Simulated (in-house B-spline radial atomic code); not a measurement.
Radial electron density of C V (C4+), 1s2. Level of theory: scalar-relativistic (X2C) LDA exchange-only, spin-polarised, spherical fractional occupations, Fermi nucleus of rms radius 2.4702 fm; calculated with a B-spline radial code for spherical atoms.

Columns: r (bohr), 4πr²n(r) (electrons per bohr), bar.

```
 0.00983   0.1335 #
  0.0111   0.1674 #
  0.0125   0.2084 ##
  0.0141   0.2598 ##
  0.0159   0.3229 ##
  0.0179   0.3991 ###
  0.0202   0.4938 ####
  0.0228   0.6092 ####
  0.0257    0.747 #####
   0.029   0.9136 #######
  0.0327     1.11 ########
  0.0368    1.338 ##########
  0.0415    1.608 ############
  0.0468    1.919 ##############
  0.0528    2.274 #################
  0.0596    2.671 ####################
  0.0672    3.102 #######################
  0.0757     3.56 ##########################
  0.0854     4.04 ##############################
  0.0963    4.519 #################################
   0.109    4.989 #####################################
   0.122     5.37 #######################################
   0.138    5.706 ##########################################
   0.156    5.923 ###########################################
   0.176    5.991 ############################################
   0.198    5.897 ###########################################
   0.223    5.631 #########################################
   0.252    5.183 ######################################
   0.284    4.598 ##################################
    0.32    3.908 #############################
   0.361    3.158 #######################
   0.407    2.419 ##################
   0.459    1.741 #############
   0.518    1.167 #########
   0.584   0.7256 #####
   0.658   0.4149 ###
   0.742   0.2143 ##
   0.837  0.09884 #
   0.944  0.04029
```

On this grid the curve has 1 maximum, near 0.176 bohr.

The 1s down radial function P(r) = rR(r), positive near the nucleus:

| r (bohr) | P |
| --- | --- |
| 0.00333 | 0.09186 |
| 0.00424 | 0.1161 |
| 0.00539 | 0.1462 |
| 0.00685 | 0.1838 |
| 0.00871 | 0.2307 |
| 0.0111 | 0.2893 |
| 0.0141 | 0.3604 |
| 0.0179 | 0.4467 |
| 0.0228 | 0.5519 |
| 0.029 | 0.6758 |
| 0.0368 | 0.818 |
| 0.0468 | 0.9796 |
| 0.0596 | 1.156 |
| 0.0757 | 1.334 |
| 0.0963 | 1.503 |
| 0.122 | 1.639 |
| 0.156 | 1.721 |
| 0.198 | 1.717 |
| 0.252 | 1.61 |
| 0.32 | 1.398 |
| 0.407 | 1.1 |
| 0.518 | 0.7638 |
| 0.658 | 0.4555 |
| 0.837 | 0.2223 |
